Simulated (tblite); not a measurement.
Run record: tight-binding relaxation, `CC[P@@](CCC)(=O)C=C`.

Computed with GFN2-xTB geometry optimisation, gas phase (tblite 0.8.0). Start geometry: from a force field or distance geometry. A driver script takes a list of jobs; this job's settings line and coordinates (Å) are shown.

Command:
```bash
OMP_NUM_THREADS=1 python probes_run.py task.json out
```

Input:
```
{"job": {"kind": "relax", "xc": "GFN2-xTB", "basis": "xTB"}, "charge": 0, "multiplicity": 1}
C     -0.415100     2.569400    -1.226800
C     -0.531100     1.843100    -0.118800
P     -0.564300     0.080800    -0.115100
O     -0.530500    -0.711900    -1.398900
C     -2.088800    -0.269700     0.816700
C     -2.383100    -1.747600     0.975700
C      0.746200    -0.388900     1.016200
C      2.163300     0.037700     0.633100
C      2.648600    -0.625700    -0.651500
H     -0.400100     3.655200    -1.186500
H     -0.368500     2.091200    -2.202300
H     -0.584700     2.350900     0.846200
H     -2.930800     0.199000     0.288400
H     -2.020800     0.204000     1.792800
H     -3.317600    -1.886000     1.526700
H     -1.577600    -2.240300     1.544000
H     -2.463800    -2.235100     0.007900
H      0.714100    -1.486100     1.142300
H      0.515300     0.040700     2.008200
H      2.846700    -0.234000     1.448200
H      2.202200     1.127600     0.520800
H      3.694500    -0.370600    -0.824400
H      2.564600    -1.704400    -0.584000
H      2.069500    -0.279600    -1.520000
```

Output:
```
step      E/eV     max force
  0    -795.50906    3.622
  1    -795.60943    2.612
  2    -795.66508    0.422
  3    -795.67435    0.379
  4    -795.68987    0.259
  5    -795.69516    0.187
  6    -795.70279    0.168
  7    -795.70642    0.192
  8    -795.70948    0.158
  9    -795.71156    0.147
... (43 lines left out)
 53    -795.74930    0.020
 54    -795.74937    0.017
 55    -795.74944    0.018
 56    -795.74949    0.014
 57    -795.74952    0.011
 58    -795.74955    0.012
 59    -795.74958    0.012
 60    -795.74961    0.012
 61    -795.74963    0.010
 62    -795.74965    0.010
```

«max force» is the largest atomic force in eV/Å.

Task: From which step on does the largest force stay under 0.1 eV/Å, and how much energy is left to gain from there?

Result: From step 19 (0.098 eV/Å), 17.1 meV above the end.

Summary of the converged run: energy lowered by 5.5 kcal/mol over 62 steps; largest atomic force 0.010 eV/Å at the end.

Task: Where do the atoms end?

Result: 0.138 Å rms from the input after alignment:
```
atom  x, y, z in Å
C1    -0.3779    2.5228   -1.2444
C2    -0.4538    1.8996   -0.0818
P3    -0.5810    0.0871   -0.0657
O4    -0.5812   -0.5278   -1.3990
C5    -2.1360   -0.2451    0.8765
C6    -2.3669   -1.7458    0.9611
C7     0.7687   -0.4601    1.0724
C8     2.1409    0.0478    0.6400
C9     2.6063   -0.6055   -0.6538
H10   -0.3058    3.5948   -1.3395
H11   -0.3890    1.9456   -2.1559
H12   -0.4488    2.4232    0.8635
H13   -2.9380    0.2295    0.3042
H14   -2.0970    0.2130    1.8650
H15   -3.3652   -1.9675    1.3338
H16   -1.6411   -2.2139    1.6231
H17   -2.2585   -2.1836   -0.0297
H18    0.7581   -1.5531    1.0775
H19    0.5322   -0.1048    2.0775
H20    2.8635   -0.1602    1.4355
H21    2.0987    1.1322    0.5038
H22    3.5747   -0.2103   -0.9528
H23    2.6960   -1.6823   -0.5255
H24    1.8894   -0.4159   -1.4468
```

On one thread, Arm Neoverse V1 (aarch64) (shared host), this took 0.57 s.
Labels such as C1 count atoms from 1, the log's own numbers from 0.
